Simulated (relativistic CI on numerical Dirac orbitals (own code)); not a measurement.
**Os: what numerical and physical settings do to a radial Dirac CI calculation**

Reference input:

```
atom Os  Z=76  charge=0  electrons=76
nucleus A=192  rms_radius_fm=5.4126
hamiltonian dirac-coulomb  breit=on  qed=on  c_scale=1
orbitals kli  potential=per-configuration
slater_scale 1
correlation none
mixing on
grid step=0.0125 r_max=259.4
scf mixing=0.4 start=green max_iterations=150 tolerance=2e-08 node_fill=0.05
configurations
  [Xe] 4f14 5d6 6s2
  [Xe] 4f14 5d7 6s
  [Xe] 4f14 5d8
  [Xe] 4f14 5d7 6p
  [Xe] 4f14 5d7 6d
end
```

Computed lowest total energy -17239.37152 Ha, first excitation 2281.7 cm⁻¹, 74 SCF steps. Runs with settings changed; * marks those that are bad on purpose (the QED terms keep the true α when c is scaled):

| Changed | Outcome | Lowest level | ΔE (Ha) | First excitation (cm⁻¹) | SCF steps | Message |
| --- | --- | --- | --- | --- | --- | --- |
| speed of light × 10, end of the grid at 129.7 bohr, SCF mixing 0.05 | converged | 5d⁷6s ⁵F5 | 947 | 37.2 | 115 |  |
| end of the grid at 389.1 bohr, start potential thomas-fermi, QED terms off | converged | 5d⁶6s² ⁵D4 | -12.9 | 2319.8 | 69 |  |
| start potential bare | converged | 5d⁶6s² ⁵D4 | -1.67e-10 | 2281.7 | 145 |  |
| Breit term off, iteration limit 30, nuclear radius 7.0364 fm | converged | 5d⁶6s² ⁵D4 | -17.2 | 2297.6 | 74 |  |
| configuration list: overfill * | refused |  |  |  | 0 | configuration [Xe] 4f14 6s3: a shell holds more than 4l+2 electrons |
| grid step 0.08 * | converged | 5d⁶6s² ⁵D4 | 0.00634 | 2280.8 | 66 |  |

With so few configurations and no correlation, terms lie too far apart (by 10 to 50 % near neutrality), their order can be wrong, and levels of other configurations are missing.
